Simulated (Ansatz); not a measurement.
The molecule CuNi, multiplicity 2 (the spin of the measured ground state). No spin–orbit coupling. Ni is treated without relativity. Cu is treated without relativity.

Seven points along R, fitted to fifth degree in 1/R; most abundant isotopes. Runs in def2 and cc sets follow the lowest solution found near the PBE0 minimum.

Programs: Ansatz (Gaussian basis) for Hartree–Fock, density functionals and correlated methods. Each number belongs to the level named beside it.

### Question
What bond length and harmonic frequency does r2SCAN/def2-TZVPP give, and what D_e (from each atom's lowest state at the same level)?

### Answer
r_e = 2.229 Å, ω_e = 275 cm⁻¹, D_e = 2.02 eV.

### Question
What bond length and harmonic frequency does wB97X-V/def2-TZVPP give, and what D_e (from each atom's lowest state at the same level)?

### Answer
r_e = 2.283 Å, ω_e = 262 cm⁻¹, D_e = 1.80 eV.

### Question
What bond length and harmonic frequency does wB97M-V/def2-TZVPP give, and what D_e (from each atom's lowest state at the same level)?

### Answer
r_e = 2.287 Å, ω_e = 261 cm⁻¹, D_e = 1.95 eV.

Measured for the ground state: D_0 2.052 ± 0.099 eV (a handbook's tabulated 298 K bond energy less 3RT/2; such tables hold older values) [Luo, bond dissociation energies, CRC Handbook].

Ansatz is a first-principles code.
